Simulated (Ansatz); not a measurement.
C2H5F2InN (`[CH2][N](C)[In]([F])[F]`) radical at its PBE0-D4/def2-TZVP geometry, where that method's forces vanish. The species carries charge 0 and has multiplicity 2. In takes the def2 core potential.

```tsv
atom	x (Å)	y (Å)	z (Å)
C1	0.6505	-1.1874	0.3613
N2	0.2900	-0.0088	0.0937
C3	0.5160	0.5676	-1.2108
In4	-1.0816	1.0971	1.6139
F5	-2.4144	1.3386	0.1629
F6	-1.2338	-0.6125	2.6248
H7	1.1701	-1.8052	-0.3757
H8	0.4156	-1.5933	1.3430
H9	1.1259	1.4677	-1.1053
H10	-0.4510	0.8689	-1.6193
H11	1.0127	-0.1328	-1.8885
```

**Question.** For each bond, give half the difference of the two atoms' forces along it (eV/Å; positive pushes the atoms apart) under PBE-D4, r2SCAN-D4, B3LYP-D4, ωB97M-V in def2-TZVPP. (Estimate.)

**Answer.** Ansatz gave: 
```json
{"bond": "C1–N2", "length (Å)": "1.261", "PBE-D4": "0.59", "r2SCAN-D4": "0.28", "B3LYP-D4": "0.09", "ωB97M-V": "0.04"}
{"bond": "C1–H7", "length (Å)": "1.093", "PBE-D4": "-0.02", "r2SCAN-D4": "-0.07", "B3LYP-D4": "-0.08", "ωB97M-V": "-0.08"}
{"bond": "C1–H8", "length (Å)": "1.088", "PBE-D4": "-0.05", "r2SCAN-D4": "-0.11", "B3LYP-D4": "-0.13", "ωB97M-V": "-0.10"}
{"bond": "N2–C3", "length (Å)": "1.444", "PBE-D4": "-0.12", "r2SCAN-D4": "0.10", "B3LYP-D4": "0.19", "ωB97M-V": "0.35"}
{"bond": "N2–In4", "length (Å)": "2.327", "PBE-D4": "0.02", "r2SCAN-D4": "-0.11", "B3LYP-D4": "0.12", "ωB97M-V": "-0.14"}
{"bond": "C3–H9", "length (Å)": "1.092", "PBE-D4": "0.10", "r2SCAN-D4": "-0.04", "B3LYP-D4": "-0.09", "ωB97M-V": "-0.12"}
{"bond": "C3–H10", "length (Å)": "1.092", "PBE-D4": "0.11", "r2SCAN-D4": "-0.04", "B3LYP-D4": "-0.10", "ωB97M-V": "-0.12"}
{"bond": "C3–H11", "length (Å)": "1.094", "PBE-D4": "0.10", "r2SCAN-D4": "-0.04", "B3LYP-D4": "-0.06", "ωB97M-V": "-0.10"}
{"bond": "In4–F5", "length (Å)": "1.985", "PBE-D4": "0.43", "r2SCAN-D4": "0.07", "B3LYP-D4": "0.25", "ωB97M-V": "0.00"}
{"bond": "In4–F6", "length (Å)": "1.992", "PBE-D4": "0.40", "r2SCAN-D4": "0.05", "B3LYP-D4": "0.24", "ωB97M-V": "0.00"}
```

B3LYP here is the variant with VWN-RPA as its local correlation; programs differ in this.
